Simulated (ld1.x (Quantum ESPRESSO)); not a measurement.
**W (Z = 74), PAW: configuration errors across variants**

- Element: W (Z = 74)
- Generator: ld1.x (Quantum ESPRESSO) 7.5
- Type: PAW
- Functional: PBE
- Relativity: scalar-relativistic
- Frozen core: [Kr] 4d10 4f14
- Valence charge: 14
- Reference configuration: 5s2 5p6 5d4 6s2 6p0
- Partial waves: 5s (bound): rcut 1.35, rcutus 1.45 bohr; 6s (bound): rcut 1.35, rcutus 1.45 bohr; 5p (bound): rcut 2.20, rcutus 2.50 bohr; 6p (bound, empty): rcut 2.20, rcutus 2.50 bohr; 5d (bound): rcut 1.80, rcutus 2.45 bohr; 5d channel at 0.1 Ry: rcut 1.80, rcutus 2.45 bohr
- Local potential: all-electron potential smoothed inside 1.25 bohr (lloc = -1)
- Core correction: Bessel-smoothed model core inside 0.85 bohr
- Augmentation charge: PSQ, inside the norm-conserving radii

All-electron excitation energies from the reference (eV): (1) 5s2 5p6 5d4 6s1 6p0 8.883; (2) 5s2 5p6 5d4 6s0 6p0 24.563; (3) 5s2 5p6 5d3 6s0 6p0 49.945; (4) 5s2 5p6 5d2 6s0 6p0 87.156; (5) 5s2 5p5 5d4 6s2 6p0 48.941; (6) 5s2 5p6 5d4 6s0 6p2 9.259; (7) 5s2 5p6 5d5 6s1 6p0 1.539.

The overlap operator is not positive definite (basis up to 400 Ry) in “all radii but the core radius scaled by about 1.34 (s 1.94, p 3.36, d 3.28 bohr, rcut 1.82/2.96/2.42); local potential all-electron potential smoothed inside 1.68 bohr (lloc = -1)”. Such files are unfit for use, however small their errors in these radial tests.

4 further variants failed, have other tests or too few solved ones, and are left out.

Errors AE − PS in meV (a dash: test not solved or not reliable):

| change | (1) | (2) | (3) | (4) | (5) | (6) | (7) | bound ghosts |
| --- | --- | --- | --- | --- | --- | --- | --- | --- |
| base | -3.1 | -9.1 | -28 | -107 | -122 | -1.7 | -6.4 | none |
| waves 5p (bound): rcut 2.20, rcutus 3.42 bohr; 6p (bound): rcut 2.20, rcutus 3.42 bohr | -3.4 | -10 | -32 | – | – | – | – | none |
| local potential all-electron potential smoothed inside 2.40 bohr (lloc = -1) | -3.4 | -10 | -28 | -110 | -97 | -3.5 | -6.7 | none |
| core correction Bessel-smoothed model core inside 1.42 bohr | -3.1 | -9.1 | -28 | -107 | -123 | -1.7 | -6.5 | none |
| local potential all-electron potential smoothed inside 2.36 bohr (lloc = -1) | -3.4 | -10 | -28 | -110 | -97 | -3.5 | -6.7 | none |
| wave 5d channel at 0.1 Ry: rcut 1.80, rcutus 2.45 bohr becomes 5d channel at 3.96 Ry: rcut 1.80, rcutus 2.45 bohr | -2.8 | -7.0 | -19 | -92 | -120 | -1.5 | -5.7 | none |
| all radii but the core radius scaled by about 1.34 (s 1.94, p 3.36, d 3.28 bohr, rcut 1.82/2.96/2.42); local potential all-electron potential smoothed inside 1.68 bohr (lloc = -1) | – | – | – | – | – | – | – | not determined (overlap not positive) |

Q: Give the same row for: waves 5d (bound): rcut 1.50, rcutus 1.60 bohr; 5d channel at 0.1 Ry: rcut 1.50, rcutus 1.60 bohr.

A: -3.2, -9.1, -28, -106, -126, -1.9, -6.5; bound ghosts: none.
